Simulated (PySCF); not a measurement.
F2Zn (SMILES [F][Zn][F]), singlet, geometry from GFN2-xTB (such geometries of metal compounds can be far from the true shape). Base run: MN15/6-31G in PySCF.

Here is a job for PySCF.
```python
from pyscf import gto, scf, dft

mol = gto.Mole()
mol.atom = '''
    Zn    0.11178456    0.21961568    0.22606771
    F    -0.39394830    0.70092960   -1.31061117
    F     0.02133311   -1.43298187    0.55705213
'''
mol.basis = '6-31g'
mol.verbose = 4
mol.build()

mf = dft.RKS(mol)
mf.xc = 'mn15'
mf.kernel()
mf.analyze()
```

Each row names what was changed in the base input (with any setting that the change needs).

```json
[
 {"change": "base", "ΔE vs base (mEh)": "0.000", "grid points": "49168", "electrons on the grid": "48.00001", "outcome": "converged"},
 {"change": "grids.prune = dft.gen_grid.treutler_prune", "ΔE vs base (mEh)": "-0.011", "grid points": "45552", "electrons on the grid": "48.00001", "outcome": "converged"},
 {"change": "grids.level = 4", "ΔE vs base (mEh)": "0.002", "grid points": "88056", "electrons on the grid": "48.00000", "outcome": "converged"},
 {"change": "small_rho_cutoff = 0", "ΔE vs base (mEh)": "0.000", "grid points": "49168", "electrons on the grid": "48.00001", "outcome": "converged"},
 {"change": "grids.level = 7", "ΔE vs base (mEh)": "0.004", "grid points": "265560", "electrons on the grid": "48.00000", "outcome": "converged"},
 {"change": "grids.prune = off", "ΔE vs base (mEh)": "0.000", "grid points": "84360", "electrons on the grid": "48.00001", "outcome": "converged"},
 {"change": "grids.level = 0", "ΔE vs base (mEh)": "-22.456", "grid points": "4600", "electrons on the grid": "47.99466", "outcome": "converged"},
 {"change": "grids.atom_grid = (75, 302)", "ΔE vs base (mEh)": "0.031", "grid points": "41568", "electrons on the grid": "47.99998", "outcome": "converged"},
 {"change": "grids.radi_method = delley", "ΔE vs base (mEh)": "0.107", "grid points": "50800", "electrons on the grid": "48.00001", "outcome": "converged"},
 {"change": "grids.level = 5", "ΔE vs base (mEh)": "0.003", "grid points": "132496", "electrons on the grid": "48.00000", "outcome": "converged"},
 {"change": "grids.prune = dft.gen_grid.sg1_prune", "ΔE vs base (mEh)": "-", "grid points": "-", "electrons on the grid": "-", "outcome": "input refused"}
]
```

- grids.prune = dft.gen_grid.sg1_prune: ended with `IndexError: index 30 is out of bounds for axis 0 with size 19`
